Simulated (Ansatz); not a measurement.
CH5BO2Si can be A, `C[SiH]1OB1O`, or B, `B[SiH](O)C=O`.

Gas-phase electronic energies from Ansatz, PBE0-D4/def2-TZVP geometries. CCSD(T)/CBS adds triple-zeta CCSD(T) − MP2 to the extrapolated MP2 energy (def2 sets, frozen cores). DFT in def2-TZVPP. B3LYP here is the variant with VWN-RPA as its local correlation; programs differ in this. Each species was taken in one conformer, which may not be the lowest.

(1) Which isomer does CCSD(T)/CBS put lower? Give the gap. (Estimate.)

(2) Give E(B) − E(A) in kJ/mol with ωB97M-V, PBE-D4, HF/def2-TZVPP, B3LYP-D4, CCSD(T)/def2-TZVPP, B2PLYP, PBE0-D4. (Estimate.)

Largest T1 diagnostic: 0.016.

Answers

(1) Computed: A, by 302.1 kJ/mol.

(2) Computed: ωB97M-V 309.6, PBE-D4 304.6, HF/def2-TZVPP 262.7, B3LYP-D4 291.7, CCSD(T)/def2-TZVPP 300.5, B2PLYP 300.6, PBE0-D4 312.1. None reverses the order clearly.

From PBE to PBE0 (25 % exact exchange), in def2-TZVPP and without D4, E(B) − E(A) moves by +7.4 kJ/mol. In def2-TZVPP, CCSD(T) changes the Hartree–Fock value by +37.8 kJ/mol (the triples alone add +3.6 kJ/mol) and MP2 by +56.9 kJ/mol.
